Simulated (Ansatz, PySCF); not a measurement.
Reaction (SMILES): [SiH3]OCCO[SiH3] + 2 C (CH4) + 2 O (H2O) -> CC (C2H6) [ethane] + 2 CO (CH4O) [methanol] + 2 O[SiH3] [hydroxysilane]
Each molecule is optimised on its own at B3LYP-D3(BJ)/def2-TZVP (Ansatz, an electronic-structure program), one conformer each, not searched for the lowest. Frequencies are from Ansatz or PySCF.

Property: bond separation energy (enthalpy at 298 K, with B3LYP-D3(BJ) rigid-rotor harmonic-oscillator terms), in kcal/mol. Correlated levels leave the core frozen unless marked. Spin-orbit coupling is left out. No relativistic terms. CBS(X,Y): correlation extrapolated as X^-3; Hartree-Fock from the larger set. [CCSD(T)-MP2]/basis is that difference in the basis named.

```json
[
 {"level": "BLYP/def2-TZVPD", "program": "Ansatz", "bond separation energy (kcal/mol)": "9.2"}
]
```

What does RI-MP2/CBS(cc-pV(T+d)Z,cc-pV(Q+d)Z)+[CCSD(T)-MP2]/cc-pV(T+d)Z (Ansatz) give?

12.8 kcal/mol, so BLYP/def2-TZVPD differs from it by -3.6 kcal/mol.
